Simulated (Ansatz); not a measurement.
Geometry optimisation, RKS PBE0-D4/def2-SVP (Ansatz 0.2.0).

Input:

```yaml
crystal:
  periodic: [false, false, false]
  atoms:
    - { symbol: Zn, position_ang: [0.0, 0.0, 0.0] }
    - { symbol: Cl, position_ang: [0.0, 0.0, 2.24] }
    - { symbol: Cl, position_ang: [0.0, 0.0, -2.24] }
basis:
  gaussian: { orbitals: def2-SVP }
hamiltonian:
  xc: pbe0
  dispersion: d4
relax:
  f_tol: 0.02
  max_steps: 40
```

Command:

```bash
$ ansatz run input.yaml --threads 1 --pin off --max-ram 2048MiB --backend cpu --events-out ev --progress --plain --runs-dir out
```

Task: Where does it end, and by what steps?

Result: The run converged. After 3 steps the energy has fallen by 0.277 eV; Cl2 moved furthest, 0.14 Å.

| step | energy less start (eV) | largest force component (eV/Å) | accepted |
| --- | --- | --- | --- |
| 0 | 0.0000 | 1.741 | yes |
| 1 | -0.2584 | 0.531 | yes |
| 2 | -0.2762 | 0.143 | yes |
| 3 | -0.2774 | 0.002 | yes |

```xyz
3
Properties=species:S:1:pos:R:3
Zn 0.000 0.000 0.000
Cl 0.000 0.000 2.096
Cl 0.000 0.000 -2.096
```

Whether the end is a true minimum wasn't checked by a vibrational analysis.

The run took 12 s on 1 thread of Arm Neoverse V1, on a shared host, peak memory 0.13 GiB.
